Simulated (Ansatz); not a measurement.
`O[SiH](F)[SiH3]` + H₂Te → `[SiH3][TeH]` + `O[SiH2]F` at 500 K and 1 bar (cleavage of the Si–Si bond).

Computed with Ansatz on PBE0-D4/def2-TZVP structures; ΔE is electronic, products minus reactants. CCSD(T)/CBS adds triple-zeta CCSD(T) − MP2 to the extrapolated MP2 energy (def2 sets, frozen cores). def2 core potentials past Kr. For Te outer-core shells are correlated without core-valence functions, which leaves a few kJ/mol of doubt a bond. One conformer a species, not always the lowest.

| species | CCSD(T)/CBS energy (Eh) | H − E (kJ/mol) | S (J/(mol·K)) |
| --- | --- | --- | --- |
| `O[SiH](F)[SiH3]` | -756.23815 | 178.6 | 402.9 |
| H₂Te | -268.91024 | 48.9 | 247.6 |
| `[SiH3][TeH]` | -559.21313 | 112.6 | 337.4 |
| `O[SiH2]F` | -465.96250 | 118.8 | 315.1 |

H − E and S are ideal-gas, rigid-rotor, harmonic terms from PBE0-D4/def2-TZVP, for one conformer and one mirror image of each species. 1 Eh = 2625.50 kJ/mol, R = 8.31446 J/(mol·K).

Q: By hand: ΔE, ΔH, ΔS and ΔG.

A: ΔE = (-559.21313) + (-465.96250) − (-756.23815) − (-268.91024) = -0.02724 Eh = -71.5 kJ/mol. Δ(H − E) = 112.6 + 118.8 − 178.6 − 48.9 = 3.9, so ΔH = -67.6 kJ/mol. ΔS = 337.4 + 315.1 − 402.9 − 247.6 = 2.0 J/(mol·K). ΔG = -67.6 − 500 × (2.0)/1000 = -68.6 kJ/mol.

Q: By hand: the equilibrium constant, and the temperature at which ΔG would vanish if ΔH and ΔS stayed fixed.

A: log₁₀ K = −ΔG/(RT ln 10) = 7.2. ΔH and −TΔS have one sign here, so there is no such temperature. One of them is within its doubt of zero, so this could turn.

The number of gas molecules stays the same, so ΔS is small and ΔH decides. A doubt of 5 kJ/mol in ΔE shifts log₁₀ K by 0.5 here. Other conformers and mirror images would add mixing entropy, several J/(mol·K) or more a flexible species. These are equilibria of isolated gas molecules and say nothing of rates. Largest T1 diagnostic: 0.013 (customary marks: 0.02 for closed shells, 0.045 for open ones).
